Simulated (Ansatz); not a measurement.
Consider the silylene formation by 1,1-elimination: `OC[SiH2]O[SiH3]` → CH₃OH + `[SiH]O[SiH3]`.

Calculated with Ansatz (gas phase, PBE0-D4/def2-TZVP geometries, no zero-point term in ΔE). CCSD(T)/CBS adds triple-zeta CCSD(T) − MP2 to the extrapolated MP2 energy (def2 sets, frozen cores). This one scheme is used for every species. One conformer a species, not always the lowest.

```csv
species,CCSD(T)/CBS(def2) energy (Eh)
`OC[SiH2]O[SiH3]`,-771.44171
CH₃OH,-115.61712
`[SiH]O[SiH3]`,-655.75389
```

(1) Work out ΔE.

Largest T1 diagnostic among the species: 0.014.

Answers

(1) ΔE = (-115.61712) + (-655.75389) − (-771.44171) = 0.07070 Eh = +44.4 kcal/mol.

The D4 term adds +3.8 kcal/mol with B3LYP and +2.2 kcal/mol with PBE0; it sums over pairs of atoms, weighted by their polarisabilities, and B3LYP, whose exchange is more repulsive, gets the larger term. In def2-TZVPP, CCSD(T) changes the Hartree–Fock value by +1.6 kcal/mol (the triples alone add +0.4 kcal/mol) and MP2 by +5.3 kcal/mol. From PBE to PBE0 (25 % exact exchange), in def2-TZVPP and without D4, ΔE moves by +3.5 kcal/mol.

B3LYP here is the variant with VWN-RPA as its local correlation; programs differ in this.
